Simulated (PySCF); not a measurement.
I$_{2}$, charge -1, doublet, geometry from GFN2-xTB (a state made from the parent by changing its charge; the spin is typed, not shown lowest) (core potentials on I).

The PySCF input:
```python
from pyscf import gto, scf, dft

mol = gto.M(
    atom='''
I    -0.000000   -0.000000   -1.707770
I     0.000000    0.000000    1.707770
''',
    basis='def2-svp',
    ecp={'I': 'def2-svp'},
    charge=-1,
    spin=1,
    verbose=4,
)

mf = dft.UKS(mol)
mf.xc = 'b3lyp'
mf.kernel()
mf.analyze()
```

Problem. Predict the total energy from B3LYP/def2-SVP (PySCF).

Solution. -16209.7786 eV

Problem. What is the computed nuclear repulsion energy (B3LYP/def2-SVP)?

Solution. 96.8326 Eh

Problem. What <S^2> does B3LYP/def2-SVP give?

Solution. 0.752

These values belong to the state on which the SCF converged, which isn't shown to be the lowest.
